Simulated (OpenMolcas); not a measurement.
**Si2H3F3 (SMILES F[Si](F)(F)[SiH3]): the vertical ionisation energy, rung by rung**

Si2H3F3: 8 atoms, total charge 0, spin state singlet. As SMILES, `F[Si](F)(F)[SiH3]`. Geometry: relaxed at PBE0-D4/def2-TZVP.

Quantity: the vertical ionisation energy (to the doublet cation), in eV. The values are calculated.

```json
{"level": "HF/cc-pVDZ", "kind": "Hartree–Fock", "program": "OpenMolcas", "value (eV)": "11.46", "CPU time (all runs)": "26 s"}
{"level": "SVWN5/cc-pVDZ", "kind": "LDA", "program": "OpenMolcas", "value (eV)": "11.31", "CPU time (all runs)": "75 s"}
{"level": "BLYP/cc-pVDZ", "kind": "GGA", "program": "OpenMolcas", "value (eV)": "11.02", "CPU time (all runs)": "1.7 min"}
{"level": "M06-L/cc-pVDZ", "kind": "meta-GGA", "program": "OpenMolcas", "value (eV)": "11.44", "CPU time (all runs)": "2.2 min"}
{"level": "TPSS/cc-pVDZ", "kind": "meta-GGA", "program": "OpenMolcas", "value (eV)": "11.25", "CPU time (all runs)": "2.5 min"}
{"level": "r2SCAN/cc-pVDZ", "kind": "meta-GGA", "program": "OpenMolcas", "value (eV)": "11.41", "CPU time (all runs)": "2.2 min"}
{"level": "B3LYP/cc-pVDZ", "kind": "global hybrid", "program": "OpenMolcas", "value (eV)": "11.56", "CPU time (all runs)": "96 s"}
{"level": "BHLYP/cc-pVDZ", "kind": "global hybrid", "program": "OpenMolcas", "value (eV)": "11.87", "CPU time (all runs)": "93 s"}
```

The values span 11.02 to 11.87 eV. Times are those of the runs behind each value, whatever else they computed, on shared processors of several kinds: orders of magnitude only.
